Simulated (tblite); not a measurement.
`[H]/[C]=C\C[C@@H](N)C#C` [radical] (doublet state). Structure optimised with GFN2-xTB, isolated species. This method treats the open shell by occupation alone, without spin polarisation.

```
atom  x, y, z in Å
C1     2.5141    1.0707   -0.1394
C2     1.7718    0.1847   -0.7115
C3     0.7701   -0.7246   -0.0169
C4    -0.6552   -0.4675   -0.5306
N5    -1.5372   -1.5058   -0.0026
C6    -1.0881    0.8787   -0.1684
C7    -1.5255    1.9306    0.2000
H8     2.7011    1.4511    0.8372
H9     1.8161    0.0324   -1.7848
H10    0.8067   -0.5628    1.0618
H11    1.0250   -1.7653   -0.2270
H12   -0.6673   -0.5590   -1.6255
H13   -2.4799   -1.3834   -0.3568
H14   -1.5769   -1.4461    1.0102
H15   -1.8793    2.8743    0.4921
```

(1) Give the dihedral angles C3–C4–N5–H13, C6–C4–N5–H13, C2–C3–C4–H12.

(2) Which two atoms are farthest apart?

(3) Where is the centre of mass (commonest isotopes), and what is the radius of gyration?

(4) What is the repulsion energy of the bare nuclei, Σ ZA·ZB/RAB?

(5) How far apart are these pairs, which share no bond: C2···H10, C2···H14, C3···N5, H13···H14?

(6) Write the matrix of distances between heavy atoms (Å, lower triangle).

## Answers

(1) C3–C4–N5–H13 -178° (antiperiplanar); C6–C4–N5–H13 60° (synclinal); C2–C3–C4–H12 54° (synclinal). Dihedral signs follow IUPAC: positive where, seen along the central bond, the front bond turns clockwise onto the rear one.

(2) H8···H13, 6.03 Å; the next longest distance is 5.57 Å.

(3) Mass 94.066 u; centre at (-0.004, 0.128, -0.181) Å; Rg = √(Σ m r²/M) = 1.979 Å. As Ia + Ib + Ic = 2 Σ m r², the three principal moments sum to 736.5 u·Å².

(4) 262.48 Eh over 105 pairs, with full nuclear charges and distances in bohr; the largest single term is 15.91 Eh (C6 with C7).

(5) C2···H10 2.153 Å (2 bonds apart); C2···H14 4.103 Å (4 bonds apart); C3···N5 2.436 Å (2 bonds apart); H13···H14 1.640 Å (2 bonds apart).

(6) 
```
C1    0.000
C2    1.290  0.000
C3    2.506  1.521  0.000
C4    3.545  2.520  1.537  0.000
N5    4.803  3.783  2.436  1.461  0.000
C6    3.607  2.993  2.459  1.460  2.432  0.000
C7    4.144  3.841  3.517  2.654  3.442  1.197  0.000
```

Its GFN2-xTB frequencies are all real (lowest 53 cm⁻¹).

One conformer stands for the species.

All values are computed, not measured.
